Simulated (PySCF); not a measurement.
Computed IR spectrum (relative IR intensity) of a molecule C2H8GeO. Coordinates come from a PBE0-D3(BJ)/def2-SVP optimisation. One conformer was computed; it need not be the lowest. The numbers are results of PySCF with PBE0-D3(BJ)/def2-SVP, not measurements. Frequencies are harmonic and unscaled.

Lines under 2 % of the strongest are left out, and lines within 2 cm⁻¹ are merged.

```json
[
 {"ν (cm⁻¹)": "105", "relative intensity": "72"},
 {"ν (cm⁻¹)": "159", "relative intensity": "4.6"},
 {"ν (cm⁻¹)": "278", "relative intensity": "4.7"},
 {"ν (cm⁻¹)": "481", "relative intensity": "21"},
 {"ν (cm⁻¹)": "587", "relative intensity": "14"},
 {"ν (cm⁻¹)": "655", "relative intensity": "22"},
 {"ν (cm⁻¹)": "699", "relative intensity": "63"},
 {"ν (cm⁻¹)": "718", "relative intensity": "21"},
 {"ν (cm⁻¹)": "807", "relative intensity": "80"},
 {"ν (cm⁻¹)": "861", "relative intensity": "55"},
 {"ν (cm⁻¹)": "914", "relative intensity": "49"},
 {"ν (cm⁻¹)": "968", "relative intensity": "6.1"},
 {"ν (cm⁻¹)": "984", "relative intensity": "5.6"},
 {"ν (cm⁻¹)": "1066", "relative intensity": "7.1"},
 {"ν (cm⁻¹)": "1432", "relative intensity": "2.7"},
 {"ν (cm⁻¹)": "1474", "relative intensity": "4.0"},
 {"ν (cm⁻¹)": "1477", "relative intensity": "4.6"},
 {"ν (cm⁻¹)": "2114", "relative intensity": "100"},
 {"ν (cm⁻¹)": "2172", "relative intensity": "95"},
 {"ν (cm⁻¹)": "3046", "relative intensity": "20"},
 {"ν (cm⁻¹)": "3067", "relative intensity": "6.6"},
 {"ν (cm⁻¹)": "3136", "relative intensity": "13"},
 {"ν (cm⁻¹)": "3143", "relative intensity": "14"},
 {"ν (cm⁻¹)": "3921", "relative intensity": "45"}
]
```

Problem. Identify the compound among the candidates.
A) C[CH2][GeH2][OH]
B) CC[O][GeH3]
C) C[C@@H](O)[GeH3]
D) [CH3][GeH2][CH2]O

Solution. A, C[CH2][GeH2][OH]
